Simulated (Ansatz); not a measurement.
`C[NH][Al]([CH3])[SiH3]` and `[CH3][Al]([SiH3])[BH]O` differ in one atom or group.

Ansatz, PBE0-D4/def2-TZVP geometries, multiplicity 1. Each molecule was computed in one conformer, which needn't be the lowest.

| property | `C[NH][Al]([CH3])[SiH3]` |
| --- | --- |
| HOMO energy (ωB97M-V/def2-TZVPP) / eV | -9.17 |
| size of the dipole moment (PBE/def2-TZVPP) / D | 1.81 |
| HOMO–LUMO gap (ωB97M-V/def2-TZVPP) / eV | 10.02 |
| HOMO energy (B3LYP/def2-TZVPP) / eV | -6.61 |
| LUMO energy (PBE/def2-TZVPP) / eV | -1.53 |
| HOMO–LUMO gap (B3LYP/def2-TZVPP) / eV | 5.66 |

(1) Give the same properties after the change, and the shifts. (Best estimate.)

Answers

(1) The calculation gave: 
```csv
property,`[CH3][Al]([SiH3])[BH]O`,shift
HOMO energy (ωB97M-V/def2-TZVPP) / eV,-8.67,0.50
size of the dipole moment (PBE/def2-TZVPP) / D,0.94,-0.87
HOMO–LUMO gap (ωB97M-V/def2-TZVPP) / eV,8.03,-1.99
HOMO energy (B3LYP/def2-TZVPP) / eV,-6.48,0.13
LUMO energy (PBE/def2-TZVPP) / eV,-3.16,-1.63
HOMO–LUMO gap (B3LYP/def2-TZVPP) / eV,3.93,-1.73
```

With PBE0 the HOMO rises by 0.17 eV and the LUMO falls by 1.58 eV, so the gap narrows by about 1.75 eV. PBE moves the HOMO by 0.00 eV and ωB97M-V by 0.50 eV. Dipoles are sizes alone; their direction can turn.

B3LYP here is the variant with VWN-RPA as its local correlation; programs differ in this.
